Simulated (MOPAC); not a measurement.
Input file for MOPAC: PM7 on TaAl, 2S+1 = 5, a spin state set in the input, which need not be the lowest, a point of a bond scan (R = 2.644 Å).

```
PM7 1SCF PRECISE CHARGE=0 UHF MS=2 THREADS=1
AlTa

Ta     0.00000000 1     0.00000000 1     0.00000000 1
Al     0.00000000 1     0.00000000 1     2.64356100 1
```

Output:

```
*******************************************************************************
 **                                                                           **
 **                              MOPAC v23.2.5                                **
 **                                                                           **
 *******************************************************************************
 ** MOPAC's Digital Object Identifier: https://doi.org/10.5281/zenodo.6511958 **
 **                                                                           **
 ** Please cite the open-source release paper for use of this MOPAC version:  **
 ** J. E. Moussa and J. J. P. Stewart (2026)                                  **
 ** MOPAC: An open-source semiempirical molecular orbital program             **
 ** J. Open Source Softw., 11(119), 8025, https://doi.org/10.21105/joss.08025 **
 *******************************************************************************

                              PM7 CALCULATION RESULTS

 *******************************************************************************
 *  PM7        - The PM7 Hamiltonian to be used
 *  UHF        - UNRESTRICTED HARTREE-FOCK CALCULATION
 *
 *
 *
 *                 CHARGE ON SYSTEM = 0
 *
 *
 *
 *  MS=        - IN MECI, MAGNETIC COMPONENT OF SPIN =  2.0
 *  PRECISE    - TIGHTER CRITERIA TO BE USED
 *  1SCF       - DO 1 SCF AND THEN STOP
 *  THREADS=1  - MULTI-THREADING NOT USED
 *  T=         - A TIME OF 172800.0 SECONDS REQUESTED
 *  DUMP=N     - RESTART FILE WRITTEN EVERY 7200.0 SECONDS REQUESTED
 *******************************************************************************
PM7 1SCF PRECISE CHARGE=0 UHF MS=2 THREADS=1
 AlTa

   ATOM   CHEMICAL          X               Y               Z
  NUMBER   SYMBOL      (ANGSTROMS)     (ANGSTROMS)     (ANGSTROMS)

     1      Ta          0.00000000  *   0.00000000  *   0.00000000  *
     2      Al          0.00000000  *   0.00000000  *   2.64356100  *



          CARTESIAN COORDINATES

    NO.       ATOM           X           Y           Z

     1        Ta          0.0000      0.0000      0.0000
     2        Al          0.0000      0.0000      2.6436

 General Reference for PM7:
 "Optimization of Parameters for Semiempirical Methods VI: More Modifications to the
 NDDO Approximations and Re-optimization of Parameters", J. J. P. Stewart, J. Mol. Mod., 1:32, 19 (2013)
 https://link.springer.com/article/10.1007/s00894-012-1667-x

           Empirical Formula: Ta Al  =     2 atoms



      MOLECULAR POINT GROUP   :   C*v


          UHF CALCULATION, NO. OF ALPHA ELECTRONS =    6
                           NO. OF BETA  ELECTRONS =    2

 -------------------------------------------------------------------------------
 PM7 1SCF PRECISE CHARGE=0 UHF MS=2 THREADS=1
 AlTa



     1SCF WAS SPECIFIED, SO BFGS WAS NOT USED
     SCF FIELD WAS ACHIEVED


                              PM7 CALCULATION
                                                       MOPAC v23.2.5 Linux




          FINAL HEAT OF FORMATION =        224.16153 KCAL/MOL =     937.89184 KJ/MOL


          COSMO AREA              =        118.31 SQUARE ANGSTROMS
          COSMO VOLUME            =        112.37 CUBIC ANGSTROMS

          IONIZATION POTENTIAL    =          8.427843 EV
          ALPHA SOMO LUMO (EV)    =         -8.428 -1.219
          BETA  SOMO LUMO (EV)    =         -9.682 -2.604
          NO. OF ALPHA ELECTRONS  =          6
          NO. OF BETA  ELECTRONS  =          2
          MOLECULAR WEIGHT        =        207.9294         POINT GROUP:  C*v

          MOLECULAR DIMENSIONS (Angstroms)

            Atom       Atom       Distance
           Al     2   Ta     1     2.64356
           Al     2   Ta     1     0.00000
           Ta     1   Al     2     0.00000


          SCF CALCULATIONS        =          1





   ATOM   CHEMICAL          X               Y               Z
  NUMBER   SYMBOL      (ANGSTROMS)     (ANGSTROMS)     (ANGSTROMS)

     1      Ta          0.00000000  *   0.00000000  *   0.00000000  *
     2      Al          0.00000000  *   0.00000000  *   2.64356100  *

                             CARTESIAN COORDINATES

   1   Ta        0.000000000     0.000000000     0.000000000
   2   Al        0.000000000     0.000000000     2.643561000


           Empirical Formula: Ta Al  =     2 atoms



      MOLECULAR POINT GROUP   :   C*v


          ALPHA EIGENVALUES
 -12.52482 -10.44168  -9.60701  -9.60635  -8.64015  -8.42784  -1.21923  -0.72939
  -0.72911   1.66563  21.85356  22.36324  22.45936  22.75301  22.75354  24.65943
  24.65998  25.90069


           BETA EIGENVALUES
 -11.88045  -9.68189  -2.60368  -2.60319  -0.32105   0.11179   0.58646   1.30896
   1.30950   2.76316  23.24999  23.25774  23.32775  24.60462  24.60491  27.34657
  27.34803  28.21111


              NET ATOMIC CHARGES AND DIPOLE CONTRIBUTIONS

  ATOM NO.   TYPE          CHARGE      No. of ELECS.   s-Pop       p-Pop       d-Pop
    1         Ta           0.131433        4.8686     1.66447     0.00139     3.20271
    2         Al          -0.131433        3.1314     1.85928     1.17582     0.09634
 DIPOLE           X         Y         Z       TOTAL
 POINT-CHG.     0.000     0.000    -1.669     1.669
 HYBRID        -0.000     0.000    -2.006     2.006
 SUM           -0.000     0.000    -3.675     3.675


          ATOMIC ORBITAL ELECTRON POPULATIONS

     Atom    s        px        py        pz      x^2-y^2     xz        z^2       yz        xy
    1 Ta   1.66447   0.00003   0.00003   0.00133   0.99608   0.64786   0.91090   0.64786   0.00000
    2 Al   1.85928   0.32233   0.32233   0.53115   0.00392   0.02978   0.03287   0.02978   0.00000


                    (SZ)    =    2.000000
                    (S**2)  =    6.007506


          ATOMIC ORBITAL SPIN POPULATIONS

    Atom   Total    s     px     py     pz   x^2-y^2  xz     z^2    yz     xy
         Atomic
    1 Ta  3.1860  0.139  0.000  0.000  0.000  0.996  0.648  0.755  0.648  0.000
    2 Al  0.8140  0.038  0.322  0.322  0.061  0.004  0.030  0.007  0.030  0.000

 **********************
 *                    *
 * JOB ENDED NORMALLY *
 *                    *
 **********************




 == MOPAC DONE ==
```

The run finished.

Cost: very roughly 0.04 core-seconds.
